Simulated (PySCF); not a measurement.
Gas-phase reaction: TiO2 + 2 F2 ⇌ TiF4 + 2 O

Computed with PySCF (xtb for GFN2) and rigid-rotor harmonic-oscillator thermochemistry at 1 bar. † marks an energy on the PBE0/def2-TZVP geometry and frequencies; other levels use their own. MP2 and CCSD(T) freeze the core. 6-31G* has spherical d functions here. Open shells (unrestricted): O (multiplicity 3, electronic degeneracy 9); the rest are closed-shell singlets. GFN2 has no spin-polarisation term. Spin-orbit splitting is ignored; it lowers the true energy and changes the entropy of O. B3LYP is the form with VWN-RPA correlation. MP2 isn't extrapolated to the basis-set limit; its ΔH°(298 K) is -765.9 kJ in def2-SVP and -699.0 kJ in def2-TZVPP. CCSD(T) isn't extrapolated to the basis-set limit; its ΔH°(298 K) is -839.5 kJ in def2-SVP and -802.0 kJ in def2-TZVPP. The harmonic model lacks anharmonicity and excited electronic states, which grow with temperature; levels with a mode under 35 cm⁻¹ are left out. Warning, large T1 diagnostic: TiF4, TiO2 (CCSD(T)/def2-TZVPP†).

ΔH° and ΔS° at 298 K: B3LYP/6-31G* -807 kJ, -35 J/K; B3LYP/def2-TZVP† -789 kJ, -32 J/K; CCSD(T)/def2-TZVPP† -802 kJ, -32 J/K; GFN2-xTB -436 kJ, -34 J/K; HF/def2-TZVP† -1430 kJ, -32 J/K; MP2/def2-SVP† -766 kJ, -32 J/K.

**Question.** With the heat capacities included, give log10 K (1 bar) at 500, 600, 1200, 1600, 1800 K from B3LYP/6-31G*, B3LYP/def2-TZVP†, CCSD(T)/def2-TZVPP†, GFN2-xTB, HF/def2-TZVP†, MP2/def2-SVP†.

**Answer.** 
```csv
T (K),B3LYP/6-31G*,B3LYP/def2-TZVP†,CCSD(T)/def2-TZVPP†,GFN2-xTB,HF/def2-TZVP†,MP2/def2-SVP†
500,82.6,80.9,82.2,43.9,147.9,78.4
600,68.7,67.2,68.3,36.4,123.1,65.2
1200,34.0,33.4,33.9,17.8,61.3,32.4
1600,25.5,25.0,25.4,13.3,46.0,24.3
1800,22.6,22.3,22.6,11.8,40.9,21.6
```
